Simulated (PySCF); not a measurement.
# Chromium: a sound run and one with changed settings

Sound run: Cr [Ar] 3d5 4s1, Cr⁺ [Ar] 3d5. Calculation: PySCF 2.14, in cc-pVDZ-DK (6s5p3d1f, 43 functions); the spin-free X2C one-electron Hamiltonian (Gaussian nucleus). In the sound run the correlated levels freeze [Ar]. The sound run starts from symmetry-adapted Hartree-Fock orbitals and uses a fine grid where one is needed.

Changed run: basis STO-3G, all-electron and non-relativistic. This setting is unsound on purpose.

```json
{"species": "Cr", "method": "UHF", "sound run (hartree)": "-1049.65356", "changed run (hartree)": "-1032.07613", "converged": "yes"}
{"species": "Cr", "method": "BP86", "sound run (hartree)": "-1050.93738", "changed run (hartree)": "-1033.03433", "converged": "yes"}
{"species": "Cr", "method": "PBE0", "sound run (hartree)": "-1050.57241", "changed run (hartree)": "-1032.78590", "converged": "yes"}
{"species": "Cr", "method": "MP2", "sound run (hartree)": "-1049.73482", "changed run (hartree)": "-1032.07666", "converged": "yes"}
{"species": "Cr⁺", "method": "UHF", "sound run (hartree)": "-1049.43261", "changed run (hartree)": "-1032.00295", "converged": "yes"}
{"species": "Cr⁺", "method": "BP86", "sound run (hartree)": "-1050.66202", "changed run (hartree)": "-1032.91934", "converged": "yes"}
{"species": "Cr⁺", "method": "PBE0", "sound run (hartree)": "-1050.31460", "changed run (hartree)": "-1032.67681", "converged": "yes"}
{"species": "Cr⁺", "method": "MP2", "sound run (hartree)": "-1049.49807", "changed run (hartree)": "-1032.00330", "converged": "yes"}
```

Ionisation energy of Cr:

```
 method  sound run (eV)  changed run (eV)
    UHF           6.012             1.991
   BP86           7.493             3.129
   PBE0           7.015             2.969
    MP2           6.442             1.996
SCS-MP2           6.156             1.993
```

A minimal basis cannot let orbitals breathe on ionisation and holds almost no correlation. The Hamiltonian changed with the basis, so the totals do not compare.

For comparison, NIST gives 6.767 eV between the lowest levels.
